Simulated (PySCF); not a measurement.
Rigid-rotor lines calculated for a species of formula H8NOPSi2 (commonest isotopes; PBE0/def2-SVPD in PySCF (dipole) on a GFN2-xTB geometry, gas phase), labelled J(Ka,Kc):

```json
{"transition": "2(1,2) ← 1(1,1)", "MHz": "5596.0"}
{"transition": "1(1,1) ← 0(0,0)", "MHz": "4089.7"}
{"transition": "2(0,2) ← 1(0,1)", "MHz": "5778.8"}
{"transition": "2(1,1) ← 1(1,0)", "MHz": "6011.4"}
{"transition": "1(0,1) ← 0(0,0)", "MHz": "2901.9"}
```

Find the rotational constants.

1(0,1) ← 0(0,0) is B + C, 2(1,1) ← 1(1,0) is 3B + C and 2(1,2) ← 1(1,1) is B + 3C, so B − C is half the difference of the last two, 207.7 MHz. 1(1,1) ← 0(0,0) is A + C. A = 2742.6, B = 1554.8, C = 1347.1 MHz.

What moments of inertia, asymmetry and inertial defect follow?

I = 505379 MHz·u·Å² over each constant: Ia = 184.27, Ib = 325.05, Ic = 375.17 u·Å²; κ = (2B − A − C)/(A − C) = -0.702 (asymmetric top); Δ = Ic − Ia − Ib = -134.15 u·Å².

Which dipole components do these lines need?

μa and μb (a-type: ΔKa even, ΔKc odd; b-type: both odd). The calculation gives |μa| = 0.26 D, |μb| = 0.81 D, |μc| = 1.15 D.

Predict further lines from these constants: 2(2,1) ← 2(1,2); 2(2,1) ← 2(1,1); 3(2,2) ← 3(1,3); 2(2,0) ← 1(1,0); 2(2,0) ← 1(1,1); 3(2,2) ← 3(1,2); 1(1,0) ← 0(0,0).

| transition | MHz | type | branch |
| --- | --- | --- | --- |
| 3(2,2) ← 3(1,2) | 3269 | c | Q |
| 2(2,1) ← 2(1,1) | 3563 | c | Q |
| 2(2,1) ← 2(1,2) | 4187 | b | Q |
| 1(1,0) ← 0(0,0) | 4297 | c | R |
| 3(2,2) ← 3(1,3) | 4513 | b | Q |
| 2(2,0) ← 1(1,0) | 9600 | c | R |
| 2(2,0) ← 1(1,1) | 9808 | b | R |

Which structure gave them?

`N[Si@@](O)([SiH3])P`, point group C1. Three constants can't fix a structure by themselves; this is the one that was computed:
```
atom  x, y, z in Å
N1     0.372    1.572   -1.093
Si2    0.290    0.339    0.127
O3     0.419    1.087    1.573
Si4   -1.702   -0.822    0.421
P5     2.189   -0.810   -0.310
H6    -0.319    2.306   -1.088
H7     0.582    1.308   -2.042
H8     1.156    1.662    1.767
H9    -2.861    0.078    0.445
H10   -1.742   -1.614    1.653
H11   -1.940   -1.764   -0.684
H12    1.903   -1.828    0.582
H13    1.648   -1.515   -1.370
```

The values belong to one conformer (point group C1) with, in the numbering `[NH2:1][Si@@:2]([OH:3])([SiH3:4])[PH2:5]`, H–N1–Si2–O3 -60° and 162°, N1–Si2–O3–H -55°, N1–Si2–P5–H -172° and -80°. Not checked by GFN2-xTB frequencies. These are rigid-rotor constants of the computed structure; measured ground-state constants (B0) also hold zero-point vibration. A rigid rotor knows nothing of inversion at nitrogen or internal rotation, which can split or shift real lines. Quadrupole hyperfine structure (14N) is left out.
